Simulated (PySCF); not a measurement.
Record of a relaxation.

Species: [PtCl6]2- (charge -2 and singlet state).
Bonds: Pt1–Cl2, Pt1–Cl3, Pt1–Cl4, Pt1–Cl5, Pt1–Cl6, Pt1–Cl7.
The ion is multiply charged and has no counter-ions or solvent; whether it holds all its electrons wasn't checked.

Method: PBE0-D3(BJ)/def2-SVP geometry optimisation, gas phase, def2 core potentials past Kr in PySCF 2.14.0; density fitting, grid level 1; the optimiser is geomeTRIC in internal coordinates, started from a GFN2-xTB structure with every atom displaced at random (about 0.03 Å). The frame can shift and turn from step to step; on so coarse a grid that alone can change the energy by a few meV, and forces under 0.02 eV/Å are noise.

Step 0: E = -78341.2792 eV, largest atomic force 2.326 eV/Å
```
atom  x, y, z in Å  |  force x, y, z in eV/Å
Pt1     0.064   -0.075    0.013   -0.863   2.034  -0.727
Cl2    -0.040   -0.025    2.345    0.178  -0.119   0.235
Cl3    -0.042    0.001   -2.375    0.266  -0.139   0.266
Cl4     2.453    0.012    0.009   -0.420  -0.140   0.038
Cl5    -2.354   -0.027   -0.053    0.577  -0.142   0.122
Cl6    -0.020    2.368    0.003    0.148  -0.639   0.043
Cl7     0.031   -2.357   -0.011    0.115  -0.855   0.024
```

Step 1: E = -78341.4093 eV, largest atomic force 0.685 eV/Å
```
atom  x, y, z in Å  |  force x, y, z in eV/Å
Pt1     0.029   -0.033   -0.001   -0.318   0.555  -0.244
Cl2     0.000   -0.035    2.351    0.027  -0.015   0.076
Cl3    -0.021    0.010   -2.367    0.149  -0.072   0.051
Cl4     2.383    0.015    0.017    0.054  -0.053  -0.010
Cl5    -2.335   -0.035   -0.062    0.029  -0.042   0.111
Cl6    -0.002    2.348   -0.006    0.024  -0.182   0.037
Cl7     0.037   -2.373   -0.002    0.035  -0.191  -0.021
```

Step 2: E = -78341.4131 eV, largest atomic force 0.152 eV/Å
```
atom  x, y, z in Å  |  force x, y, z in eV/Å
Pt1     0.018   -0.013   -0.007   -0.063  -0.109  -0.024
Cl2    -0.050    0.005    2.354    0.117  -0.070   0.003
Cl3     0.046   -0.014   -2.365   -0.040   0.028  -0.025
Cl4     2.373   -0.009   -0.050    0.071   0.041   0.128
Cl5    -2.337   -0.031   -0.014   -0.075  -0.016  -0.028
Cl6    -0.013    2.337    0.038    0.024   0.109  -0.076
Cl7     0.055   -2.376   -0.024   -0.033   0.017   0.022
```

Step 3: E = -78341.4229 eV, largest atomic force 0.103 eV/Å
```
atom  x, y, z in Å  |  force x, y, z in eV/Å
Pt1     0.014   -0.013   -0.008   -0.012  -0.103  -0.004
Cl2    -0.017   -0.017    2.353    0.036  -0.017  -0.012
Cl3     0.026   -0.002   -2.367    0.006   0.001  -0.015
Cl4     2.372    0.003   -0.015    0.039   0.013   0.046
Cl5    -2.342   -0.037   -0.032   -0.049   0.001   0.015
Cl6    -0.005    2.339    0.015   -0.005   0.085  -0.024
Cl7     0.044   -2.376   -0.015   -0.016   0.020  -0.006
```

Step 4: E = -78341.4243 eV, largest atomic force 0.021 eV/Å
```
atom  x, y, z in Å  |  force x, y, z in eV/Å
Pt1     0.014   -0.015   -0.009   -0.020  -0.004  -0.006
Cl2    -0.002   -0.023    2.351    0.003  -0.005  -0.003
Cl3     0.021   -0.002   -2.369    0.017  -0.004   0.000
Cl4     2.374    0.004    0.003    0.001   0.009   0.004
Cl5    -2.346   -0.036   -0.033    0.002  -0.003   0.018
Cl6    -0.010    2.346    0.005    0.004  -0.010  -0.008
Cl7     0.040   -2.376   -0.016   -0.007   0.018  -0.007
```

Step 5: E = -78341.4244 eV, largest atomic force under 0.02 eV/Å
```
atom  x, y, z in Å  |  force x, y, z in eV/Å
Pt1     0.013   -0.015   -0.009    0.002   0.001  -0.004
Cl2    -0.004   -0.029    2.350    0.004   0.008   0.000
Cl3     0.026   -0.002   -2.369    0.002  -0.006  -0.001
Cl4     2.373    0.013    0.003   -0.005  -0.014   0.004
Cl5    -2.347   -0.040   -0.025    0.006   0.008   0.003
Cl6    -0.002    2.346   -0.001   -0.016  -0.005   0.006
Cl7     0.033   -2.375   -0.017    0.006   0.009  -0.007
```

Q: Summarise the path.

A: The energy falls by 0.1452 eV from step 0 to step 5; nine tenths of that is first reached at step 2. It falls at every step. The largest force goes from 2.326 to under 0.02 eV/Å. Among the bonds Pt1–Cl6 changes most, from 2.445 to 2.360 Å; the atoms move by 0.055 Å rms after alignment.

The cost below is that of the whole optimisation. Hardware: AMD EPYC 9R45, one thread, shared host. Cost: 56 s of wall time, 0.59 GiB resident at most.
